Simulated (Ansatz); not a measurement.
A structure relaxed at PBE0-D4/def2-TZVP, charge 0, multiplicity 1:

```xyz
12

O    -1.4266   -0.3598    1.2651
Si    0.0891    0.0732    1.7118
N     1.0485    0.2489    0.2842
Ge    0.3514    0.4155   -1.3848
O    -0.8250   -0.9418   -1.5084
H    -1.4721   -0.8781    0.4495
H     0.7826   -0.9227    2.5758
H    -0.0745    1.3359    2.4733
H     1.9875   -0.1183    0.3095
H     1.4701    0.2373   -2.4233
H    -0.4406    1.7207   -1.5650
H    -1.4904   -0.8109   -2.1880
```

Question: Give its formula and SMILES.

Answer: GeH7NO2Si, `O[SiH2][NH][GeH2][OH]`.

Question: Summarise the bond lengths by kind.

Answer: 1 × O–Si 1.638 Å; 2 × H–O 0.960 to 0.967 Å; 1 × N–Si 1.729 Å; 2 × H–Si 1.484 to 1.490 Å; 1 × Ge–N 1.816 Å; 1 × H–N 1.009 Å; 1 × Ge–O 1.800 Å; 2 × Ge–H 1.537 Å.

Program: Ansatz 0.2.0.
